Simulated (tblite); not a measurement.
C6H9BF2Se.
Numbering: `[CH:1]#[C:2][C@@H:3]([CH3:4])[Se:5][C@H:6]([CH3:7])[B:8]([F:9])[F:10]` (hydrogens: H11 on C1; H12 on C3; H13, H14, H15 on C4; H16 on C6; H17, H18, H19 on C7)

Computed with GFN2-xTB (tblite), gas phase: L-BFGS steps from a force-field or distance-geometry start until the largest atomic force falls under 0.01 eV/Å.

Step 27: E = -852.2322 eV
```
atom  x, y, z in Å  |  force x, y, z in eV/Å
C1      2.5985    1.8027   -0.8171   -0.087  -0.038   0.047
C2      2.0036    0.7770   -0.6406    0.123   0.057  -0.015
C3      1.3677   -0.4942   -0.4274    0.031  -0.019  -0.024
C4      2.3844   -1.6117   -0.1459   -0.034   0.018   0.011
Se5     0.1021   -0.3704    1.1512    0.040  -0.095   0.168
C6     -1.4722    0.5142    0.3059   -0.178   0.104  -0.119
C7     -2.4801    0.9320    1.3808   -0.025  -0.050   0.016
B8     -2.1166   -0.4914   -0.7207   -0.043   0.021  -0.040
F9     -2.3380   -0.1842   -1.9846    0.070  -0.048  -0.049
F10    -2.5067   -1.7024   -0.3869    0.003   0.016  -0.011
H11     3.0982    2.7122   -0.9646    0.001   0.033  -0.019
H12     0.7415   -0.7263   -1.2950   -0.090  -0.038   0.055
H13     3.4043   -1.2446   -0.2472   -0.053   0.011  -0.054
H14     2.2654   -1.9813    0.8728    0.031  -0.024   0.008
H15     2.2367   -2.4439   -0.8301    0.017   0.021   0.021
H16    -1.0807    1.4134   -0.1749    0.082   0.041  -0.056
H17    -2.0081    1.5171    2.1661    0.092   0.046  -0.010
H18    -3.2628    1.5290    0.9164    0.001   0.043   0.021
H19    -2.9469    0.0623    1.8343    0.018  -0.099   0.050
```

Step 28: E = -852.2379 eV
```
atom  x, y, z in Å  |  force x, y, z in eV/Å
C1      2.5848    1.7992   -0.8123   -0.089  -0.037   0.044
C2      1.9908    0.7754   -0.6231    0.152   0.067  -0.059
C3      1.3609   -0.4989   -0.4145    0.082  -0.039  -0.059
C4      2.3873   -1.6138   -0.1499   -0.052   0.022   0.020
Se5     0.0974   -0.3723    1.1621    0.041  -0.128   0.168
C6     -1.4677    0.5187    0.3074   -0.210   0.122  -0.139
C7     -2.4812    0.9330    1.3804    0.032  -0.061  -0.027
B8     -2.1126   -0.4835   -0.7231    0.003   0.025  -0.040
F9     -2.3067   -0.1877   -1.9940    0.067  -0.031  -0.047
F10    -2.5225   -1.6860   -0.3854   -0.017  -0.019   0.002
H11     3.0814    2.7078   -0.9713    0.010   0.054  -0.008
H12     0.7362   -0.7271   -1.2849   -0.097  -0.041   0.075
H13     3.4066   -1.2455   -0.2632   -0.096   0.024  -0.051
H14     2.2832   -1.9876    0.8686    0.022  -0.024   0.016
H15     2.2344   -2.4445   -0.8357    0.009   0.034   0.034
H16    -1.0723    1.4180   -0.1722    0.073   0.019  -0.029
H17    -2.0093    1.5333    2.1555    0.037   0.014  -0.011
H18    -3.2709    1.5166    0.9077    0.017   0.002   0.074
H19    -2.9297    0.0544    1.8404    0.017  -0.001   0.037
```

Q: Estimate the geometry and energy of step 29. (The exact step hangs on the optimiser's Hessian estimate; all steps are aligned on step 28, rigid shifts and turns removed.)

A: E = -852.2435 eV, largest force 0.195 eV/Å
```
atom  x, y, z in Å  |  force x, y, z in eV/Å
C1      2.5719    1.7967   -0.8063   -0.062   0.003   0.028
C2      1.9808    0.7738   -0.6065    0.141   0.032  -0.093
C3      1.3554   -0.5032   -0.4027    0.094  -0.036  -0.060
C4      2.3891   -1.6151   -0.1525   -0.052   0.011   0.026
Se5     0.0919   -0.3740    1.1745    0.002  -0.121   0.091
C6     -1.4688    0.5254    0.3039   -0.140   0.088  -0.104
C7     -2.4813    0.9331    1.3804    0.073  -0.036  -0.053
B8     -2.1110   -0.4763   -0.7278    0.046   0.009  -0.040
F9     -2.2798   -0.1941   -2.0053    0.063  -0.018  -0.045
F10    -2.5341   -1.6725   -0.3852   -0.035  -0.035   0.007
H11     3.0676    2.7034   -0.9779    0.011   0.065   0.008
H12     0.7289   -0.7280   -1.2732   -0.090  -0.039   0.092
H13     3.4069   -1.2454   -0.2778   -0.115   0.041  -0.042
H14     2.2996   -1.9936    0.8653    0.012  -0.020   0.022
H15     2.2330   -2.4440   -0.8399   -0.008   0.031   0.037
H16    -1.0654    1.4234   -0.1735    0.048  -0.006   0.002
H17    -2.0047    1.5448    2.1457   -0.021  -0.029  -0.015
H18    -3.2770    1.5088    0.9057    0.015  -0.034   0.120
H19    -2.9127    0.0462    1.8457    0.017   0.093   0.017
```

The energy changes by -0.0056 eV. The first-order estimate −F·Δx gives -0.0078 eV and the mean of the old and new forces, exact on a quadratic surface, -0.0056 eV. The step makes an angle of 76° with the force vector and moves no atom by more than 0.030 Å.

What follows is the cost of the whole relaxation. On an Intel Xeon at 2.50 GHz with one thread, no GPU, shared host with 64 logical CPUs at a one-minute load of 63, this took 4.1 s wall.
